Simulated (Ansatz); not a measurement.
`N[SiH2]S[SiH2]F` + PH₃ → `F[SiH2]P` + `N[SiH2]S`  (ligand exchange at the Si–S bond)

Gas-phase electronic energies from Ansatz, PBE0-D4/def2-TZVP geometries. CCSD(T)/CBS adds triple-zeta CCSD(T) − MP2 to the extrapolated MP2 energy (def2 sets, frozen cores). This one scheme is used for every species. Functionals use def2-TZVPP. B3LYP here is the variant with VWN-RPA as its local correlation; programs differ in this. One conformer a species, not always the lowest.

`N[SiH2]S[SiH2]F`:

Cartesian coordinates in Å:
```
N 1.010 1.047 -1.477
Si 0.917 0.938 0.223
S 0.794 -1.048 1.077
Si -1.254 -1.387 0.715
F -2.168 -0.775 1.874
H 1.815 0.693 -1.969
H 0.174 0.950 -2.032
H 2.169 1.474 0.804
H -0.288 1.689 0.645
H -1.682 -0.733 -0.546
H -1.488 -2.847 0.687
```

PH₃:

Z-matrix (Å, degrees):
```
P
H 1 1.420
H 1 1.420 2 93.1
H 1 1.420 2 93.1 3 93.3
```

`F[SiH2]P`:

Z-matrix (Å, degrees):
```
Si
P 1 2.244
F 1 1.602 2 108.5
H 1 1.484 2 108.5 3 -117.4
H 1 1.484 2 114.2 3 119.2
H 2 1.423 1 90.5 3 179.8
H 2 1.421 1 93.9 3 -86.8
```

`N[SiH2]S`:

```xyz
8

N     0.655    1.265   -0.132
Si   -0.445   -0.013    0.127
S     0.552   -1.918    0.155
H     1.000    1.804    0.644
H     1.293    1.272   -0.911
H    -1.464   -0.106   -0.949
H    -1.098    0.281    1.427
H    -0.493   -2.585   -0.362
```

```
             level  ΔE (kJ/mol)  difference from CCSD(T)/CBS
         r2SCAN-D4         59.1                          0.0
           PBE0-D4         56.6                         -2.5
          B3LYP-D4         59.0                         -0.1
            B2PLYP         57.5                         -1.6
             B3LYP         52.8                         -6.3
     HF/def2-TZVPP         57.1                         -2.0
    MP2/def2-TZVPP         64.4                          5.3
SCS-MP2/def2-TZVPP         62.4                          3.3
     MP2/CBS(def2)         64.1                          5.0
    CCSD/CBS(def2)         57.7                         -1.4
       CCSD(T)/CBS         59.1                            0
```

Largest T1 diagnostic among the species: 0.013.

The D4 term adds +6.2 kJ/mol with B3LYP and +3.7 kJ/mol with PBE0; it sums over pairs of atoms, weighted by their polarisabilities, and B3LYP, whose exchange is more repulsive, gets the larger term.
